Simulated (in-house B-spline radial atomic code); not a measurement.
BSE on G0W0@HF excitations of K⁺

Method: BSE on G0W0@HF. Computed with a B-spline radial code for spherical atoms: linear response of the closed shell [Ne] 3s2 3p6 with a statically screened interaction on G0W0 levels; scalar-relativistic (spin-free one-electron X2C), finite nucleus, no spin-orbit coupling, no double excitations, S, P, D and F terms only. Only terms of natural parity with L up to 3 were computed.

Only levels near the gap carry their own quasi-particle shift, so the BSE energies are approximate.

Command:
```bash
python run_td.py task.json out
```
Settings (radii: box in bohr, nucleus in fm):
```
Z                        19
electrons                18
configuration            [Ne] 3s2 3p6
hamiltonian              x2c
method                   bse
box_radius               41.61
rms_radius               3.4349
intervals                75
```

Time taken, with all properties: 17 s on 1 thread of Arm Neoverse N1 (shared host).

The lowest states, in the order of their Tamm-Dancoff energies; the method's threshold (minus the highest G0W0 level) is 32.15 eV. Labels give the largest channel, * marks a mixed state, and oscillator strengths are full-response dipole values. Energies in eV:

```
     state  full response  Tamm-Dancoff  oscillator strength
3p → 4s 3P         20.824        20.834                    -
3p → 4s 1P         21.268        21.277                0.404
3p → 3d 3P         21.742        21.790                    -
3p → 3d 3F         22.211        22.318                    -
3p → 4p 3S         23.316        23.335                    -
3p → 3d 1F         23.632        23.642                    -
3p → 4p 3D         23.784        23.794                    -
3p → 4p 1D              ?             ?                    -
3p → 4p 1S         24.756        24.847                    -
3p → 3d 1P         25.772        25.954                  1.4
3p → 5s 3P         26.908        26.911                    -
3p → 5s 1P         27.027        27.030                0.106
3p → 4d 3P         27.316        27.322                    -
3p → 4d 3F         27.406        27.419                    -
3p → 4d 1F         27.661        27.664                    -
3p → 5p 3S         27.746        27.752                    -
3p → 5p 3D              ?             ?                    -
3p → 5p 1D         27.968        27.969                    -
3p → 5p 1S         28.258        28.296                    -
3p → 4d 1P         28.506        28.615                0.644
3p → 4f 3D         28.702        28.703                    -
3p → 4f 1D         28.714        28.715                    -
```

(1) Where does 3p → 5p 3D lie?

(2) Where does 3p → 4p 1D lie?

(3) How large is the singlet-triplet splitting of 3p → 4s (P terms) in Tamm-Dancoff?

(4) What polarisabilities and dispersion coefficient does the method give?

Results:

(1) At 27.895 eV in full response, 27.898 eV in Tamm-Dancoff.

(2) At 23.997 eV in full response, 23.999 eV in Tamm-Dancoff.

(3) 0.443 eV, from the unrounded values.

(4) Dipole 5.201 bohr³, quadrupole 15.59 bohr⁵, C6 22.14 hartree·bohr⁶ for two such species.
